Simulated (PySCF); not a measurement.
## Shapes and spin states of CoCl₂⁺

These are results of PBE0/[Co def2-SVP, Cl def2-SVP], no relativity, density fitting, PySCF, not measurements.

Relaxations began from a few typed shapes and spin states; open shells are unrestricted. The search is not exhaustive: other isomers or separated fragments can lie lower, and high-lying points may rest on an excited occupation.

(1) Which is the lowest minimum found?
A. singlet (closed shell, unstable to spin polarisation) D∞h: Co–Cl 1.992 Å (×2); Cl–Co–Cl 180.0°
B. quintet D∞h: Co–Cl 2.060 Å (×2); Cl–Co–Cl 180.0°
C. broken-symmetry Ms = 1 (⟨S²⟩ 2.83) C2v: Co–Cl 2.161 Å (×2); Cl–Co–Cl 79.4°
D. singlet (closed shell, unstable to spin polarisation) C2v: Co–Cl 1.985 Å (×2); Cl–Co–Cl 111.7°
E. quintet D∞h: Co–Cl 2.060 Å (×2); Cl–Co–Cl 180.0°

Results:

(1) E. The others lie at 0.2 (quintet D∞h), 38.3 (broken-symmetry Ms = 1 C2v), 246.2 (singlet C2v), 277.6 (singlet D∞h, a saddle point) kJ/mol above it.

Formally Co is in oxidation state +3, d6, with 4 unpaired electrons (the high-spin count). The Mulliken spin on Co is 2.95. The polar-tensor charge on Co, 1.30, is far below the formal one.

For the lowest minimum: other spin states or occupations of the open shell can lie lower.
